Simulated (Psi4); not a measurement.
C2H6N (SMILES C[CH-]N), charge -1, singlet, at a GFN2-xTB geometry (a gas-phase anion, which may not be bound at this level); B3LYP5/cc-pVDZ run with Psi4.

The Psi4 input:
```
memory 2 GB

molecule {
-1 1
C     1.17379428   -0.29888506   -0.03064780
C    -0.00061861    0.69049820   -0.11946954
N    -1.28175622   -0.07360499    0.01875596
H     2.13180660    0.23713849    0.01082447
H     1.16758703   -1.00712786    0.84854650
H     1.20574491   -0.94467985   -0.92468513
H     0.04801484    1.28923134    0.84658688
H    -1.25328855   -0.75326842    0.80694167
H    -1.36662521   -0.65573752   -0.81880195
}

set {
  basis cc-pvdz
  scf_type pk
  puream true
  d_convergence 1e-8
  dft_radial_points 99
  dft_spherical_points 590
}

energy('b3lyp5')
print_variables()
```

The log (banner, timings and long lists left out):

```
   => Loading Basis Set <=

    Name: CC-PVDZ
    Role: ORBITAL
    Keyword: BASIS

         ---------------------------------------------------------
                                   SCF
               by Justin Turney, Rob Parrish, Andy Simmonett
                          and Daniel G. A. Smith
                              RKS Reference
         ---------------------------------------------------------

  ==> Geometry <==

    Molecular point group: c1
    Full point group: C1

    Geometry (in Angstrom), charge = -1, multiplicity = 1:

       Center              X                  Y                   Z               Mass
    ------------   -----------------  -----------------  -----------------  -----------------
         C            1.217427669924    -0.340198616327    -0.013319004367    12.000000000000
         C            0.043014779924     0.649184643673    -0.102140744367    12.000000000000
         N           -1.238122830076    -0.114918546327     0.036084755633    14.003074004430
         H            2.175439989924     0.195824933673     0.028153265633     1.007825032230
         H            1.211220419924    -1.048441416327     0.865875295633     1.007825032230
         H            1.249378299924    -0.985993406327    -0.907356334367     1.007825032230
         H            0.091648229924     1.247917783673     0.863915675633     1.007825032230
         H           -1.209655160076    -0.794581976327     0.824270465633     1.007825032230
         H           -1.322991820076    -0.697051076327    -0.801473154367     1.007825032230

  Running in c1 symmetry.

  Rotational constants: A =      1.11886  B =      0.31019  C =      0.27273 [cm^-1]
  Rotational constants: A =  33542.52405  B =   9299.38130  C =   8176.36786 [MHz]
  Nuclear repulsion =   74.824395800666693

  Charge       = -1
  Multiplicity = 1
  Electrons    = 26
  Nalpha       = 13
  Nbeta        = 13

  ==> Algorithm <==

  SCF Algorithm Type is PK.
  DIIS enabled.
  MOM disabled.
  Fractional occupation disabled.
  Guess Type is SAD.
  Energy threshold   = 1.00e-06
  Density threshold  = 1.00e-08
  Integral threshold = 1.00e-12

  ==> Primary Basis <==

  Basis Set: CC-PVDZ
    Blend: CC-PVDZ
    Number of shells: 36
    Number of basis functions: 72
    Number of Cartesian functions: 75
    Spherical Harmonics?: true
    Max angular momentum: 2

  ==> DFT Potential <==

   => LibXC <=

    Version 7.1.2
    S. Lehtola, C. Steigemann, M. J. T. Oliveira, and M. A. L. Marques,  SoftwareX 7, 1–5 (2018) (10.1016/j.softx.2017.11.002)

   => Composite Functional: B3LYP5 <=

    B3LYP5 Hyb-GGA Exchange-Correlation Functional

    P. J. Stephens, F. J. Devlin, C. F. Chabalowski, and M. J. Frisch,  J. Phys. Chem. 98, 11623 (1994) (10.1021/j100096a001)

    Deriv               =              1
    GGA                 =           TRUE
    Meta                =          FALSE

    Exchange Hybrid     =           TRUE
    MP2 Hybrid          =          FALSE

   => Exchange Functionals <=

    0.0800   Slater exchange
    0.7200         Becke 88

   => Exact (HF) Exchange <=

    0.2000               HF

   => Correlation Functionals <=

    0.1900   Vosko, Wilk & Nusair (VWN5)
    0.8100   Lee, Yang & Parr

   => LibXC Density Thresholds  <==

    XC_HYB_GGA_XC_B3LYP5:  1.00E-15

   => Molecular Quadrature <=

    Radial Scheme          =       TREUTLER
    Pruning Scheme         =           NONE
    Nuclear Scheme         =       TREUTLER

    Blocking Scheme        =         OCTREE
    BS radius alpha        =              1
    Pruning alpha          =              1
    Radial Points          =             99
    Spherical Points       =            590
    Total Points           =         497100
    Total Blocks           =           3499
    Max Points             =            256
    Max Functions          =             72
    Weights Tolerance      =       1.00E-15

  ==> Integral Setup <==

  Using in-core PK algorithm.
   Calculation information:
      Number of atoms:                   9
      Number of AO shells:              36
      Number of primitives:             96
      Number of atomic orbitals:        75
      Number of basis functions:        72

      Integral cutoff                 1.00e-12
      Number of threads:                 1

  Performing in-core PK
  Using 6909012 doubles for integral storage.
  We computed 222033 shell quartets total.
  Whereas there are 222111 unique shell quartets.

  ==> DiskJK: Disk-Based J/K Matrices <==

    J tasked:                  Yes
    K tasked:                  Yes
    wK tasked:                  No
    Schwarz Cutoff:          1E-12

  Minimum eigenvalue in the overlap matrix is 6.1798480488E-03.
  Reciprocal condition number of the overlap matrix is 1.1386356923E-03.
    Using symmetric orthogonalization.

  ==> Pre-Iterations <==

  SCF Guess: Superposition of Atomic Densities via on-the-fly atomic UHF (no occupation information).

   -------------------------
    Irrep   Nso     Nmo
   -------------------------
     A         72      72
   -------------------------
    Total      72      72
   -------------------------

  ==> Iterations <==

                        Total Energy        Delta E     RMS |[F,P]|

   @RKS iter SAD:  -133.76377821177078   -1.33764e+02   0.00000e+00
   @RKS iter   1:  -133.82863509205274   -6.48569e-02   1.37629e-02 ADIIS/DIIS
   @RKS iter   2:  -132.56561553349485    1.26302e+00   2.27300e-02 ADIIS/DIIS
   @RKS iter   3:  -134.34759667655374   -1.78198e+00   3.53717e-03 ADIIS/DIIS
   @RKS iter   4:  -134.37398095139878   -2.63843e-02   1.87113e-03 ADIIS/DIIS
   @RKS iter   5:  -134.38329706728769   -9.31612e-03   2.15116e-04 ADIIS/DIIS
   @RKS iter   6:  -134.38338772205921   -9.06548e-05   1.06221e-04 ADIIS/DIIS
   @RKS iter   7:  -134.38341557833155   -2.78563e-05   2.57135e-05 DIIS
   @RKS iter   8:  -134.38341720223204   -1.62390e-06   3.43391e-06 DIIS
   @RKS iter   9:  -134.38341725157201   -4.93400e-08   7.75659e-07 DIIS
   @RKS iter  10:  -134.38341725471429   -3.14228e-09   1.52435e-07 DIIS
   @RKS iter  11:  -134.38341725485725   -1.42961e-10   4.97999e-08 DIIS
   @RKS iter  12:  -134.38341725486691   -9.66338e-12   6.70774e-09 DIIS
  Energy and wave function converged.

  ==> Post-Iterations <==

   Electrons on quadrature grid:
      Ntotal   =   26.0000003881 ; deviation = 3.881e-07

    Orbital Energies [Eh]
    ---------------------

    Doubly Occupied:

       1A    -14.070141     2A     -9.953957     3A     -9.895810
       4A     -0.614363     5A     -0.475885     6A     -0.321049
       7A     -0.230068     8A     -0.186252     9A     -0.164700
      10A     -0.142465    11A     -0.087091    12A      0.004615
      13A      0.102079

    Virtual:

      14A      0.255772    15A      0.289323    16A      0.303968
      17A      0.321807    18A      0.346384    19A      0.356095
      20A      0.460588    21A      0.504212    22A      0.660302
      23A      0.683136    24A      0.703863    25A      0.739633
      26A      0.758594    27A      0.791470    28A      0.832421
      29A      0.857213    30A      0.860678    31A      0.880412
      32A      0.895644    33A      0.926842    34A      1.058089
      35A      1.062472    36A      1.077260    37A      1.109894
      38A      1.210346    39A      1.250659    40A      1.311811
      41A      1.453566    42A      1.497792    43A      1.529318
      44A      1.594717    45A      1.640808    46A      1.735700
      47A      1.813517    48A      1.835114    49A      1.844457
      50A      1.866008    51A      1.900275    52A      1.919249
      53A      1.966396    54A      1.974405    55A      2.067908
      56A      2.074191    57A      2.135368    58A      2.213323
      59A      2.225579    60A      2.286059    61A      2.339205
      62A      2.415128    63A      2.437044    64A      2.576140
      65A      2.629771    66A      2.667155    67A      2.684212
      68A      2.726114    69A      2.775134    70A      2.850159
      71A      3.028193    72A      3.238848

    Final Occupation by Irrep:
              A
    DOCC [    13 ]
    NA   [    13 ]
    NB   [    13 ]

  @RKS Final Energy:  -134.38341725486691

   => Energetics <=

    Nuclear Repulsion Energy =             74.8243958006666929
    One-Electron Energy =                -334.6837582385985570
    Two-Electron Energy =                 141.7297134611123113
    DFT Exchange-Correlation Energy =     -16.2537682780473922
    Empirical Dispersion Energy =           0.0000000000000000
    VV10 Nonlocal Energy =                  0.0000000000000000
    Total Energy =                       -134.3834172548669414

Computation Completed

Properties will be evaluated at   0.000000,   0.000000,   0.000000 [a0]

Properties computed using the SCF density matrix

 Multipole Moments:

 ------------------------------------------------------------------------------------
     Multipole            Electronic (a.u.)      Nuclear  (a.u.)        Total (a.u.)
 ------------------------------------------------------------------------------------

 L = 1.  Multiply by 2.5417464519 to convert [e a0] to [Debye]
 Dipole X            :         -1.9984003            2.0613791            0.0629788
 Dipole Y            :          0.9853248           -1.9517825           -0.9664577
 Dipole Z            :         -0.6634420            0.8186672            0.1552251
 Magnitude           :                                                    0.9808678

 ------------------------------------------------------------------------------------

  Variable Map:
  ----------------------------------------------------------------------------
  "CURRENT ENERGY"              =>    -134.383417254867
  "CURRENT REFERENCE ENERGY"    =>    -134.383417254867
  "DD SOLVATION ENERGY"         =>       0.000000000000
  "DFT FUNCTIONAL TOTAL ENERGY" =>    -134.383417254867
  "DFT TOTAL ENERGY"            =>    -134.383417254867
  "DFT VV10 ENERGY"             =>       0.000000000000
  "DFT XC ENERGY"               =>     -16.253768278047
  "GRID ELECTRONS ALPHA"        =>      13.000000194034
  "GRID ELECTRONS BETA"         =>      13.000000194034
  "GRID ELECTRONS TOTAL"        =>      26.000000388068
  "NUCLEAR REPULSION ENERGY"    =>      74.824395800667
  "ONE-ELECTRON ENERGY"         =>    -334.683758238599
  "PCM POLARIZATION ENERGY"     =>       0.000000000000
  "PE ENERGY"                   =>       0.000000000000
  "SCF ITERATION ENERGY"        =>    -134.383417254867
  "SCF ITERATIONS"              =>      12.000000000000
  "SCF TOTAL ENERGY"            =>    -134.383417254867
  "TWO-ELECTRON ENERGY"         =>     141.729713461112
  "XC GRID RADIAL POINTS"       =>      99.000000000000
  "XC GRID SPHERICAL POINTS"    =>     590.000000000000
  "XC GRID TOTAL POINTS"        =>  497100.000000000000

  Array Variable Map:
  ----------------------------------------------------------------------------
  "CURRENT DIPOLE"              =>       0.062978762107 ... 0.155225145472 1 by 3
  "SCF DIPOLE"                  =>       0.062978762107 ... 0.155225145472 1 by 3
  "SCF TOTAL ENERGIES"          =>    -133.763778211771 ... -134.383417254867 1 by 13
```
